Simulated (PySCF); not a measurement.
H₆GaNO₂, singlet, PBE0/def2-SVP optimised geometry.

```
10

Ga    -0.71    -0.98     0.00
H     -1.51    -1.58    -1.21
O      1.11    -0.98     0.00
H      1.51    -1.57    -0.65
O     -1.40    -1.01     1.68
H     -0.98    -1.64     2.27
N     -0.91     1.11     0.00
H     -1.50     1.58    -0.69
H      0.03     1.49    -0.05
H     -1.28     1.27     0.94
```

Density from PySCF 2.14.0 with PBE0/def2-TZVP at that geometry.

Minimum of the electron density along straight lines between bonded atoms, close to the bond critical point (lines longer than 1.1 times the sum of covalent radii, or with two minima, are not listed):

| bond | length / Å | ρ at the minimum / e bohr⁻³ | ∇²ρ there / e bohr⁻⁵ | position (fraction from the first atom) |
|---|---|---|---|---|
| Ga1–H2 | 1.571 | 0.113 | 0.15 | 0.60 |
| Ga1–O3 | 1.819 | 0.124 | 0.66 | 0.48 |
| O3–H4 | 0.961 | 0.359 | -2.39 | 0.80 |
| Ga1–O5 | 1.823 | 0.124 | 0.64 | 0.48 |
| O5–H6 | 0.961 | 0.359 | -2.38 | 0.80 |
| Ga1–N7 | 2.096 | 0.072 | 0.26 | 0.47 |
| N7–H8 | 1.018 | 0.334 | -1.68 | 0.74 |
| N7–H9 | 1.021 | 0.331 | -1.69 | 0.75 |
| N7–H10 | 1.023 | 0.329 | -1.71 | 0.75 |
